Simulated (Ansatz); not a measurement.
Total energies of the cluster Au2Br from Ansatz at PBE0-D4/def2-TZVP, gas phase (1 Eh = 27.2114 eV = 2625.5 kJ/mol). The reference geometry is relaxed at PBE-D4/def2-TZVP.

Cartesian coordinates in Å:
```
Au -0.3544 -0.0701 -0.1369
Au 1.2599 0.5784 -2.0001
Br -0.9055 -0.5083 2.1371
```

```csv
state,geometry,energy (Eh)
charge 0 doublet,reference,-2845.35467
charge 1 triplet,reference,-2845.01092
charge 0 quartet,relaxed at PBE-D4/def2-TZVP,-2845.27465
free Au atom (doublet),–,-135.70229
free Br atom (doublet),–,-2573.81189
```

In the def2 sets Au takes a core potential; there is no spin–orbit coupling.

Question: Work out the vertical ionisation energy to the triplet.

Answer: E(charge 1 triplet) − E(charge 0 doublet) = -2845.01092 − (-2845.35467) = 0.34375 Eh = 9.35 eV. For comparison, −ε of the highest occupied level of the spin that leaves is 7.56 eV at this level, 1.79 eV less.

Question: Which of the charge 0 states is lowest, and how far above it are the others?

Answer: The doublet. quartet: -2845.27465 − (-2845.35467) = 0.08002 Eh = 210.1 kJ/mol. The quartet differs in its bonds from the reference.

Question: What is the binding energy per atom against free atoms?

Answer: Atoms: 2 × (-135.70229) + 1 × (-2573.81189) = -2845.21647 Eh. Binding: -2845.21647 − (-2845.35467) = 0.13820 Eh = 3.76 eV, or 1.25 eV for each of 3 atoms (no zero-point energy, no counterpoise term).

The structure comes from a short search, and lower isomers may exist.
